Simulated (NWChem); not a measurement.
Molecule: CH$_{6}$FNOSi; SMILES NC[Si@@H](O)F

```xyz
11

N     -0.0215    -2.2918     0.0453
C     -0.8113    -1.0865    -0.2998
Si    -0.0236     0.5166     0.2796
O      1.4427     0.6013    -0.4890
F     -0.9294     1.8040    -0.0994
H      0.0884    -2.3602     1.0565
H      0.9188    -2.2002    -0.3367
H     -0.9458    -1.0663    -1.3887
H     -1.8189    -1.2011     0.1194
H      0.1604     0.5541     1.7573
H      2.0688     1.2723    -0.1842
```
Atoms are numbered in this order, from 1.

Computed with NWChem. Pople sets run with spherical d functions. The geometry was optimised at B3LYP/6-31G* (spherical d). Level: B3LYP/6-31G* with SMD (1 M gas to 1 M solution), gas-phase geometry. Reactions with the solvent are ignored.

For solvent water:

| Quantity | Value |
|---|---|
| solvation free energy (kcal/mol) | -7.5 |
| cavity-dispersion-structure term (kcal/mol) | 3.2 |
| dipole in solution (D) | 2.62 |

**Question.** Estimate the same quantities for solvent toluene.

**Answer.** The solvation free energy (kcal/mol) is -4.2 and the cavity-dispersion-structure term (kcal/mol) comes out as 0.1. The dipole in solution (D) comes out as 2.33.
